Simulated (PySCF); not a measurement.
**Computed beside measured shifts: triphenylphosphine sulfide (C18H15PS)**

System: triphenylphosphine sulfide (C18H15PS), SMILES S=P(c1ccccc1)(c1ccccc1)c1ccccc1.

Atom-mapped SMILES (hydrogens are numbered by the atom that bears them): [S:1]=[P:2]([c:3]1[cH:4][cH:5][cH:6][cH:7][cH:8]1)([c:9]1[cH:10][cH:11][cH:12][cH:13][cH:14]1)[c:15]1[cH:16][cH:17][cH:18][cH:19][cH:20]1

Method: GIAO PBE0/pcSseg-2, gas phase, PySCF SCF with an in-house response code, fitting set def2-universal-JFIT up to Ne and JKFIT beyond, grid level 2, non-relativistic, geometry: PBE0-D3(BJ)/def2-SVP.

One optimised conformer. Values are averaged over the atoms that symmetry or fast rotation interchanges, on this one geometry and without vibrational averaging. Shifts are the reference shielding less the shielding here, at the same level (13C, 1H against isolated TMS; 31P against isolated H3PO4; 33S against isolated CS2); nuclei without a reference have shieldings only.

(1) What shifts does this level give for C3/9/15, C4/8/10/14/16/20, C5/7/11/13/17/19, C6/12/18, P2, and how do they compare with measurement?

## Answers

(1) 
| atom | nucleus | computed / ppm | measured / ppm | computed less measured | measured against | medium of the measurement |
| --- | --- | --- | --- | --- | --- | --- |
| C3/9/15 | 13C | 146.2 | 133.1 | 13.1 | TMS | solution |
| C4/8/10/14/16/20 | 13C | 143.1 | 132.3 | 10.8 | TMS | solution |
| C5/7/11/13/17/19 | 13C | 137.2 | 128.5 | 8.7 | TMS | solution |
| C6/12/18 | 13C | 140.6 | 131.5 | 9.1 | TMS | solution |
| P2 | 31P | 32.2 | 43 | -10.8 | 85 % H3PO4 | not stated |

Computed 19F and 31P shifts carry an offset from the reference molecule (CFCl3 is hard for DFT, lone H3PO4 or PH3 isn't the 85 % acid), so differences between compounds are more accurate than the values.

Measured values: E. Pretsch, P. Bühlmann, M. Badertscher, Structure Determination of Organic Compounds, 4th ed., Springer 2009.
